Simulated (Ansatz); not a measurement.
Ansatz (a first-principles code) input (CCSD(T)/def2-SVPD):

Ansatz 0.2 input:
```yaml
crystal:
  periodic: [false, false, false]
  atoms:
    - {symbol: Pb, position_ang: [0.02234031, 0.02121021, 0.02109432]}
    - {symbol: H, position_ang: [0.64612188, -1.25899188, -1.22459090]}
    - {symbol: H, position_ang: [-1.22547334, 0.71060977, -1.22286783]}
    - {symbol: H, position_ang: [-1.25255404, -1.19085544, 0.71772460]}
basis:
  gaussian:
    orbitals: def2-SVPD
total_charge: -1
magnetization: {spin_polarized: false}
correlation: {method: ccsd_t, electrons: outside_noble_gas}
output: {forces: true}
```

Output:

```
Functional definition: HF
integrals: 0.03 GiB planned
658 factors; integrals over basis functions are off by at most 2.3e-4 eV
mean field: 0.11 GiB planned
mean field evaluation 1: about -5265.7720 eV, gradient 1.0e1 eV
mean field evaluation 2: about -5265.7753 eV, gradient 1.0e1 eV
mean field evaluation 4: about -5266.2098 eV, gradient 9.6e-1 eV
mean field evaluation 8: about -5266.2180 eV, gradient 6.9e-4 eV
mean field evaluation 16: about -5266.2180 eV, gradient 1.0e-6 eV
mean field -5266.21795835 eV, -193.5299403986 hartree, gradient 1.0e-6 eV, S^2 0.000000; 0 other end points of the search recorded, 0 dependent functions left out
9 core orbitals not correlated
reference -5266.21795835 eV, -193.5299403986 hartree; 4, 4 occupied and 43, 43 virtual orbitals, 658 factors
densities: 0.12 GiB planned
second order -2.92259017 eV of doubles, -0.00000000 eV of singles
coupled cluster: 0.10 GiB planned
cycle   1  -3.46817479 eV  change   -5.5e-1 eV  update   6.8e-2
cycle   2  -3.69146553 eV  change   -2.2e-1 eV  update   2.6e-2
cycle   3  -3.70433202 eV  change   -1.3e-2 eV  update   8.2e-3
cycle   4  -3.70364451 eV  change    6.9e-4 eV  update   3.2e-3
cycle   5  -3.70330339 eV  change    3.4e-4 eV  update   9.0e-4
cycle   6  -3.70317978 eV  change    1.2e-4 eV  update   2.2e-4
cycle   7  -3.70321482 eV  change   -3.5e-5 eV  update   7.1e-5
cycle   8  -3.70323758 eV  change   -2.3e-5 eV  update   2.7e-5
cycle   9  -3.70322634 eV  change    1.1e-5 eV  update   9.6e-6
cycle  10  -3.70322794 eV  change   -1.6e-6 eV  update   3.0e-6
perturbative correction -0.09408008 eV, -0.0034573790 hartree
the calculation of the forces begins
Total energy: -5270.01526636 eV, -193.6694888941 hartree
Atom 0 at     0.022340     0.021210     0.021094 Å, force     0.172646     0.163913     0.163017 eV/Å
Atom 1 at     0.646122    -1.258992    -1.224591 Å, force     0.017289    -0.095085    -0.092927 eV/Å
Atom 2 at    -1.225473     0.710610    -1.222868 Å, force    -0.094161     0.022201    -0.092824 eV/Å
Atom 3 at    -1.252554    -1.190855     0.717725 Å, force    -0.095774    -0.091028     0.022734 eV/Å
Dipole moment:     0.333643     0.316765     0.315034 e Å
```

Whether it binds its extra electron was not tested at this geometry.
